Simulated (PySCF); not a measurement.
A structure optimised at TPSSh-D3(BJ)/def2-SVP, used in a PySCF frequency run:

```xyz
16

C      3.0499    -0.6022    -0.9323
C      1.9181    -0.8920    -0.6017
C      0.5456    -1.1946    -0.1934
C     -0.1691     0.0000     0.5026
Si    -0.1621     1.5829    -0.5549
Si    -1.9284    -0.4690     1.0360
H      4.0506    -0.3526    -1.2289
H      0.5576    -2.0710     0.4788
H     -0.0283    -1.5023    -1.0861
H      0.3789     0.2460     1.4324
H     -0.6023     1.2477    -1.9382
H      1.1816     2.2162    -0.6044
H     -1.1261     2.5605     0.0262
H     -1.9064    -1.7560     1.7896
H     -2.5046     0.5938     1.9031
H     -2.8008    -0.6443    -0.1600
```
Charge 0, spin multiplicity 1.

Question: Write its SMILES and formula.

Answer: C#CCC([SiH3])[SiH3], C4H10Si2

Question: What are its rotational constants (standard atomic weights)?

Answer: 3.2639, 1.3803, 1.0233 GHz
